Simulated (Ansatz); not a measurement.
Program: Ansatz. Geometries: PBE0-D4/def2-TZVP. ΔE: electronic, gas phase. CBS: MP2 limit from def2 TZ/QZ plus the TZ coupled-cluster correction, frozen cores. Functionals use def2-TZVPP. HSE06 is defined as in plane-wave codes. For Br, Zn outer-core shells are correlated without core-valence functions, which leaves a few kJ/mol of doubt a bond. Scalar relativity is left out up to krypton. One conformer a species, not always the lowest.

`C[SiH](Cl)[SiH2]F` + `[NH2][Zn][Br]` → `[NH2][Zn][SiH2]F` + `C[SiH](Cl)Br`  (redistribution)

`C[SiH](Cl)[SiH2]F`:

```xyz
11

C     1.256    1.224    0.165
Si   -0.448    0.621   -0.280
Cl   -0.710    0.723   -2.334
Si   -0.807   -1.643    0.212
F    -0.590   -1.908    1.784
H     2.024    0.616   -0.319
H     1.389    2.263   -0.144
H     1.399    1.163    1.248
H    -1.487    1.489    0.332
H    -2.190   -2.059   -0.137
H     0.164   -2.490   -0.529
```

`[NH2][Zn][Br]`:

```xyz
5

N    -0.639   -0.673   -0.379
Zn    0.626    0.535    0.109
Br    2.252    1.998    0.544
H    -0.652   -1.535    0.150
H    -1.587   -0.324   -0.424
```

`[NH2][Zn][SiH2]F`:

```xyz
8

N     1.442   -1.503   -1.189
Zn    0.350   -0.363   -0.287
Si   -1.175    1.083    0.783
F    -0.472    1.769    2.065
H     1.690   -2.404   -0.811
H     2.204   -1.163   -1.756
H    -1.645    2.194   -0.092
H    -2.393    0.387    1.286
```

`C[SiH](Cl)Br`:

Cartesian coordinates in Å:
```
C 0.709 0.541 0.536
Si -0.611 -0.291 -0.455
Cl 0.199 -1.081 -2.164
Br -1.525 -1.923 0.733
H 0.282 0.966 1.447
H 1.485 -0.174 0.814
H 1.165 1.344 -0.049
H -1.703 0.617 -0.863
```

CCSD(T)/CBS gives +25.1 kJ/mol.

Another level gave +17.9 kJ/mol. Which?
A. LDA (SPW92)/def2-TZVPP
B. MP2/def2-TZVPP
C. BHLYP/def2-TZVPP
D. HSE06-D4/def2-TZVPP

B. MP2/def2-TZVPP 17.9, BHLYP 28.1, HSE06-D4 23.0, LDA (SPW92) 10.6 kJ/mol.

Largest T1 diagnostic among the species: 0.015.

From r2SCAN to r2SCAN0 (25 % exact exchange), in def2-TZVPP and without D4, ΔE moves by +5.2 kJ/mol. At CCSD(T), def2-SVP lies +6.9 kJ/mol from the extrapolated value and def2-TZVPP −0.5 kJ/mol.

CCSD(T)/CBS has its own doubt, a few kJ/mol and more with outer-core shells, so smaller differences from it don't rank the levels.
